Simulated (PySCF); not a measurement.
Dipole moment and polarisability of `O[SiH2]N1CC[C@H](C2CC2)C1`

Species: C7H15NOSi.
Structure used (PBE0-D3(BJ)/def2-SVP), in Å, numbered top down from 1:
```xyz
25
C7H15NOSi angstrom
O      3.7819    0.7225   -1.2380
Si     3.2492   -0.5747   -0.3311
N      1.5951   -0.4024    0.1163
C      1.0324   -0.4323    1.4495
C     -0.0330    0.6575    1.3913
C     -0.6205    0.5077   -0.0242
C     -1.8891   -0.3098   -0.0440
C     -2.8485   -0.1957   -1.1908
C     -3.2214    0.3451    0.1600
C      0.5190   -0.1703   -0.8328
H      3.6706    1.5836   -0.8238
H      3.5186   -1.7244   -1.2391
H      3.9815   -0.7274    0.9637
H      0.5656   -1.4124    1.6818
H      1.8033   -0.2543    2.2150
H      0.4536    1.6396    1.4992
H     -0.8017    0.5708    2.1736
H     -0.8507    1.4988   -0.4475
H     -1.7784   -1.3139    0.3842
H     -2.6120    0.5243   -1.9801
H     -3.3485   -1.0996   -1.5479
H     -3.9821   -0.1811    0.7424
H     -3.2368    1.4320    0.2863
H      0.8700    0.4556   -1.6692
H      0.1415   -1.1138   -1.2737
```

Level: B3LYP/def2-SVPD (PySCF), static field, nuclei fixed, core orbitals frozen in the response. The polarisability tensor in these axes (au):

```
x   139.99  -3.78  -0.38
y    -3.78 100.90   1.65
z    -0.38   1.65 111.54
```

Question: What are the eigenvalues, a third of the trace, and Δα (Δα² = ½Σ(αi − αj)² over the three pairs)?

Answer: Principal values 100.31, 111.76 and 140.37 au; mean 117.48 au = 17.41 Å³ = 19.37 × 10⁻⁴⁰ C²·m²/J; Δα = 35.74 au (30 % of the mean).

Question: What is the dipole moment, and where does it point?

Answer: (-1.67, 0.86, 1.38) D, 2.33 D in size, pointing from the negative to the positive side. Measured along this direction, the outermost atoms are H12 at the negative end and H22 at the positive end.

Question: What depolarisation ratio follows for Rayleigh scattering of linearly polarised light, taking the static tensor?

Answer: ρ = 3Δα²/(45ᾱ² + 4Δα²) = 3831.6/(621029 + 5108.8) = 0.00612.

Question: What would n − 1 = 2πNα be for an ideal gas of these molecules at 500 K and 1 atm, electronic part alone?

Answer: N = p/kT = 1.4678 × 10¹⁹ cm⁻³, so n − 1 = 2π × N × 17.41 × 10⁻²⁴ cm³ = 1605 × 10⁻⁶ at long wavelengths.

Question: Give the principal axes and the span of the nuclei along them.

Answer: Largest value along (1.00, -0.10, -0.02), where the nuclei span 7.97 Å; middle along (0.03, 0.14, 0.99), 4.18 Å; least along (0.09, 0.99, -0.14), 3.60 Å. The response follows the extents in order.

Question: What molar refraction does this α imply?

Answer: Lorentz–Lorenz: R = (4π/3)N_A α = 2.5225 cm³/(mol·Å³) × 17.41 Å³ = 43.9 cm³/mol, in the limit of long wavelengths.

Isolated species at its PBE0-D3(BJ)/def2-SVP geometry (one conformer only).

These values come from a run that also computed excited states and ΔSCF ions. Hardware: an Arm Neoverse V1 with one thread, shared host. Cost: 4.9 min, 1.4 GiB resident at most.
